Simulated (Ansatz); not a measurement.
One change: `OC1[SiH2]S1` becomes `FC1[SiH2]S1`.

Ansatz, PBE0-D4/def2-TZVP geometries, multiplicity 1. Each molecule was computed in one conformer, which needn't be the lowest.

```json
{"property": "LUMO energy (PBE/def2-TZVPP) / eV", "`OC1[SiH2]S1`": "-1.27"}
{"property": "LUMO energy (PBE0/def2-TZVPP) / eV", "`OC1[SiH2]S1`": "-0.44"}
{"property": "LUMO energy (B3LYP/def2-TZVPP) / eV", "`OC1[SiH2]S1`": "-0.65"}
{"property": "HOMO energy (PBE0/def2-TZVPP) / eV", "`OC1[SiH2]S1`": "-7.14"}
{"property": "LUMO energy (ωB97M-V/def2-TZVPP) / eV", "`OC1[SiH2]S1`": "1.32"}
{"property": "HOMO–LUMO gap (B3LYP/def2-TZVPP) / eV", "`OC1[SiH2]S1`": "6.23"}
```

Problem. Give the same properties after the change, and the shifts. (Estimate.)

Solution. The calculation gave: 
```tsv
property	`FC1[SiH2]S1`	shift
LUMO energy (PBE/def2-TZVPP) / eV	-1.54	-0.27
LUMO energy (PBE0/def2-TZVPP) / eV	-0.71	-0.27
LUMO energy (B3LYP/def2-TZVPP) / eV	-0.93	-0.28
HOMO energy (PBE0/def2-TZVPP) / eV	-7.53	-0.39
LUMO energy (ωB97M-V/def2-TZVPP) / eV	1.06	-0.26
HOMO–LUMO gap (B3LYP/def2-TZVPP) / eV	6.35	0.12
```

With PBE0 the HOMO falls by 0.39 eV and the LUMO falls by 0.27 eV, so the gap widens by about 0.12 eV. PBE moves the HOMO by -0.39 eV and ωB97M-V by -0.38 eV. The zero-point energy changes by -32.3 kJ/mol with -3 modes.

B3LYP here is the variant with VWN-RPA as its local correlation; programs differ in this.
